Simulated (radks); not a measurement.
Values are calculated unless marked as measured or tabulated.
Problem. Spherical quantum dot in the effective-mass picture: electrons in a parabolic well V = omega^2 r^2 / 2 with omega = 4.45, all in effective atomic units (hartree* = m*/eps^2 hartree, bohr* = eps/m* bohr), one dielectric constant everywhere. Level of theory: non-relativistic Kohn-Sham, PBE, spin-polarised, spherical densities (a radial shooting solver with Libxc functionals). Levels are named by radial order and angular momentum (1s, 1p, 1d, 2s, ...), and open shells are averaged over m. At N = 13 the configuration is 1s2 1p6 1d(up 5, down 0). Does electron 14 go into 2s down or 1d down or 2s up?

Solution. Into 1d down. The total energies of the other choices lie higher by 0.0979 hartree* (2s up), 0.275 hartree* (2s down).
